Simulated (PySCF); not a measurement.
# Bond lengths and vibrations by method: ClH3NSi2 cation

These are calculations, not measurements. The program is PySCF 2.14.0, an open-source quantum chemistry code, run on an isolated molecule that a program drew, which may never have been made. The molecule is ClH3NSi2 cation (charge +1, singlet), drawn as the SMILES string `[SiH2]=N[SiH+]Cl`.

The geometry was optimised and harmonic frequencies were computed with HF and MP2, all in the cc-pV(D+d)Z basis, for the commonest isotopes, with a restricted reference for singlets and an unrestricted one otherwise, and a frozen core in MP2. Each result is a local minimum of its method.

Geometry at the HF minimum:
```xyz
7
ClH3NSi2 cation, angstrom
Si    3.5431    0.7721   -1.6285
N     2.8624    0.9565   -0.2001
Si    2.1609    1.1637    1.2059
Cl    0.6441    2.4081    1.4697
H     4.6733    1.6006   -2.0374
H     3.0639   -0.2380   -2.5672
H     2.5751    0.4594    2.4069
```

Lengths of the bonds as drawn, in Å (atoms numbered as above):
```
bond,HF,MP2
Si1-N2,1.593,1.617
N2-Si3,1.585,1.612
Si3-Cl4,1.980,1.982
Si1-H5,1.460,1.466
Si1-H6,1.460,1.466
Si3-H7,1.453,1.461
```

Rotational constants, in GHz:
| constant | HF | MP2 |
|---|---|---|
| A | 14.09 | 14.08 |
| B | 1.379 | 1.345 |
| C | 1.276 | 1.247 |

Harmonic frequencies in cm^-1, each column in rising order, so a row needn't be the same motion in every method:
| rank | HF | MP2 |
|---|---|---|
| 1 | 98 | 87 |
| 2 | 143 | 125 |
| 3 | 186 | ? |
| 4 | 319 | 291 |
| 5 | 592 | 558 |
| 6 | 613 | 565 |
| 7 | 751 | 703 |
| 8 | 753 | 719 |
| 9 | 792 | 723 |
| 10 | 914 | 858 |
| 11 | 1060 | 998 |
| 12 | 1515 | 1434 |
| 13 | 2428 | 2363 |
| 14 | 2460 | 2405 |
| 15 | 2478 | 2407 |

**Estimate the missing MP2 frequency from the HF column.**

A single factor s that minimises the squared misfit of MP2 against s times HF over the other rows is sum(HF x MP2) / sum(HF^2) = 0.9645, with an rms misfit of 23 cm^-1. For rank 3 it gives 0.9645 x 186 = 179 cm^-1. The calculation gives 212 cm^-1, 33 cm^-1 above the estimate. The drawn bonds are on average 0.8 % longer in MP2 than in HF.
